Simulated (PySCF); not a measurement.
C, charge +1, doublet. Base run: CAMB3LYP/aug-cc-pVDZ in PySCF.

PySCF was given this input:
```python
from pyscf import gto, scf, dft

mol = gto.M(
    atom='''
C     0.00000000    0.00000000    0.00000000
''',
    basis='aug-cc-pvdz',
    charge=1,
    spin=1,
    verbose=4,
)

mf = dft.UKS(mol)
mf.xc = 'camb3lyp'
mf.kernel()
mf.analyze()
```

Variants of this job, named by their change:

| change | ΔE vs base (µEh) | fitting functions |
|---|---|---|
| base | 0.0 | - |
| auxbasis = cc-pvqz-jkfit | -10.5 | 106 |
| auxbasis = cc-pvdz-jkfit | -10.4 | 70 |
| exchange = seminumerical (SGX) (with mf = sgx.sgx_fit(mf, auxbasis='def2-universal-jfit'); with mf.with_df.dfj = True) | -4.0 | 49 |
| auxbasis = def2-svp-ri | -1469 | 48 |
| auxbasis = def2-tzvp-ri | -41.4 | 76 |
| auxbasis = even-tempered beta=2.0 | -0.3 | 163 |
| only_dfj = on; auxbasis = def2-universal-jfit | -3.8 | 49 |
| auxbasis = cc-pvtz-jkfit | -10.4 | 79 |
| auxbasis = default (with mf = mf.density_fit()) | -9.0 | 86 |

A fitting set is made for a task (jfit for Coulomb, jkfit for Coulomb and exchange, ri for correlation) and for a family of orbital bases.

Open shells are given as the SCF converged; they aren't shown to be the lowest states, and a large step between rows can be another state.
